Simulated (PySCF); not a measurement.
HO2Si, charge +1. Atoms are numbered in the order given.

```xyz
4

O     -0.0038    -1.5792     0.0000
Si     0.0215    -0.0854     0.0000
O     -0.0915     1.4477     0.0000
H      0.4620     2.2468     0.0000
```
Charge +1, spin multiplicity 1.

Geometry optimised at B3LYP-D3(BJ)/def2-TZVP. The isomer is the one that the SMILES or the coordinates give; other isomers of the formula were not compared.

All values below come from PBE/pcSseg-2 (PySCF).

GIAO shieldings, no solvent; atoms alike by connectivity are averaged. δ = σ(ref) − σ: ¹⁷O against H2O (σ = 327.5 ppm); ²⁹Si against TMS (σ = 324.1 ppm); ¹H against TMS (σ = 31.47 ppm), references at their B3LYP-D3(BJ)/def2-TZVP geometries, non-relativistic.

Computed chemical shifts:
```json
[
 {"nucleus": "¹⁷O", "atoms": "O1", "count": "1", "δ (ppm)": "146.7"},
 {"nucleus": "¹⁷O", "atoms": "O3", "count": "1", "δ (ppm)": "49.5"},
 {"nucleus": "²⁹Si", "atoms": "Si2", "count": "1", "δ (ppm)": "-75.9"},
 {"nucleus": "¹H", "atoms": "H4", "count": "1", "δ (ppm)": "7.07"}
]
```
